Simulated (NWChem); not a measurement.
SiHBrF2; SMILES F[SiH](F)Br

```xyz
5

Si     0.3722     0.9286     0.0000
F     -0.3000     1.5894    -1.2881
F     -0.3000     1.5894     1.2881
Br    -0.0344    -1.2414     0.0000
H      1.8192     1.1814     0.0000
```
Atoms are numbered in this order, from 1.

All runs use the structure optimised with B3LYP/6-31G* (spherical d).

Spin-orbit effects, on the heavy nuclei and on their neighbours, are missing.

Give the principal values of the shielding tensors (ppm) of Si1, F2, Br4 from Hartree-Fock/6-31G* (spherical d), GIAO (NWChem), with their diamagnetic and paramagnetic parts as GIAO splits them.


```
atom     σ11     σ22     σ33  isotropic  diamagnetic  paramagnetic
----  ------  ------  ------  ---------  -----------  ------------
Si1    449.3   461.3   501.3      470.6        874.0        -403.4
F2     292.6   344.7   408.6      348.6        471.3        -122.7
Br4   2517.3  2576.1  3024.9     2706.1       3124.5        -418.4
```
